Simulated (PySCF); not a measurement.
# Mayer bond orders and bond lengths

Compound: CH12N2Si4.
Atom-mapped SMILES: `[NH2:1][Si@@H:2]1[CH2:3][Si@@:4]([NH2:5])([SiH3:6])[SiH2:7]1` (hydrogens: H8, H9 on N1; H10 on Si2; H11, H12 on C3; H13, H14 on N5; H15, H16, H17 on Si6; H18, H19 on Si7)

Cartesian coordinates in Å at the GFN2-xTB level; atoms count from 1:
```
atom  x, y, z in Å
N1     2.9109   -0.9150   -0.2903
Si2    2.0012    0.3083    0.5354
C3     0.3688   -0.5371    1.1024
Si4   -0.9238    0.0845   -0.2305
N5    -1.2503   -1.0961   -1.4675
Si6   -2.9849    0.5855    0.6926
Si7    0.7702    1.5283   -1.0188
H8     3.1470   -1.7563    0.2132
H9     3.7041   -0.6280   -0.8406
H10    2.7323    0.8917    1.6805
H11    0.4419   -1.6237    1.1506
H12    0.0878   -0.2179    2.1067
H13   -1.8736   -1.8625   -1.2672
H14   -0.4777   -1.4357   -2.0180
H15   -2.8298    1.4065    1.8990
H16   -3.8382    1.3547   -0.2168
H17   -3.7937   -0.5693    1.1085
H18    0.6048    2.9606   -0.7177
H19    1.1933    1.5308   -2.4290
```

Bond orders from the PBE0/pcSseg-1 density (PySCF). The structure is a single GFN2-xTB conformer in the gas phase; no vibrational or solvent corrections.

**Question.** How far do the computed orders between heavy atoms stray from the drawn ones?

**Answer.** The largest departure is 0.189, at C3–Si4 (drawn single, 0.811). Drawn single, order below 0.88: C3–Si4 (0.811) and Si4–Si7 (0.869).

**Question.** Give the Mayer order of every bond, beside its length.

**Answer.** 
| bond | drawn as | length (Å) | Mayer order |
| --- | --- | --- | --- |
| N1–Si2 | single | 1.734 | 1.018 |
| Si2–C3 | single | 1.924 | 0.900 |
| C3–Si4 | single | 1.958 | 0.811 |
| Si4–N5 | single | 1.741 | 1.042 |
| Si4–Si6 | single | 2.313 | 0.921 |
| Si4–Si7 | single | 2.361 | 0.869 |
| Si7–Si2 | single | 2.328 | 0.882 |
| N1–H8 | single | 1.008 | 0.949 |
| N1–H9 | single | 1.007 | 0.954 |
| Si2–H10 | single | 1.479 | 0.882 |
| C3–H11 | single | 1.090 | 0.947 |
| C3–H12 | single | 1.091 | 0.936 |
| N5–H13 | single | 1.008 | 0.943 |
| N5–H14 | single | 1.008 | 0.944 |
| Si6–H15 | single | 1.467 | 0.933 |
| Si6–H16 | single | 1.465 | 0.934 |
| Si6–H17 | single | 1.470 | 0.931 |
| Si7–H18 | single | 1.473 | 0.921 |
| Si7–H19 | single | 1.472 | 0.934 |

By pair of heavy elements: N–Si: lowest N1–Si2 (1.018, 1.734 Å), highest Si4–N5 (1.042, 1.741 Å); in 1 of the 1 pairs the longer bond (by over 0.003 Å) has the higher order (by 0.02 or more). C–Si: lowest C3–Si4 (0.811, 1.958 Å), highest Si2–C3 (0.900, 1.924 Å). Si–Si: lowest Si4–Si7 (0.869, 2.361 Å), highest Si4–Si6 (0.921, 2.313 Å).

**Question.** Sum the orders of all bonds at each heavy atom with more than one neighbour and set the sums beside the valence in the SMILES.

**Answer.** N1 2.921 (drawn 3), Si2 3.682 (drawn 4), C3 3.594 (drawn 4), Si4 3.643 (drawn 4), N5 2.929 (drawn 3), Si6 3.719 (drawn 4), Si7 3.606 (drawn 4). Orders between atoms that aren't bonded are not in these sums.

Mayer orders depend on the basis set.

These values come from a run that also computed NMR shieldings. The run took 2.0 min wall, 1.8 min CPU on one thread of an Intel Xeon at 2.50 GHz, no GPU (shared host), and the process peaked at 0.92 GiB of memory.
